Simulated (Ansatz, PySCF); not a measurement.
Molecule: CBr, charge 0, multiplicity 2. 
Coordinates optimised at B3LYP-D3(BJ)/def2-TZVP (Ansatz, an electronic-structure program):
```
C
Br 1 1.8310
```
Charge 0, spin multiplicity 2.

Dipole moments at this geometry, in debye (magnitudes).

| level | program | dipole (D) |
|---|---|---|
| HF/def2-TZVPD | PySCF | 0.96 |
| PBE/def2-TZVPD | Ansatz | 1.60 |
| BLYP/def2-TZVPD | Ansatz | 1.60 |
| revPBE/def2-TZVPD | Ansatz | 1.57 |
| r2SCAN/def2-TZVPD | PySCF | 1.47 |
| B97M-V/def2-TZVPD | Ansatz | 1.45 |
| B3LYP/def2-TZVPD | Ansatz | 1.46 |
| PW6B95/def2-TZVPD | PySCF | 1.40 |
| M06-2X/def2-TZVPD | PySCF | 1.30 |
| MN15/def2-TZVPD | PySCF | 1.39 |
| HSE06/def2-TZVPD | Ansatz | 1.41 |
| wB97X-V/def2-TZVPD | Ansatz | 1.39 |
| CCSD(T)/aug-cc-pVDZ | Ansatz | 1.45 |
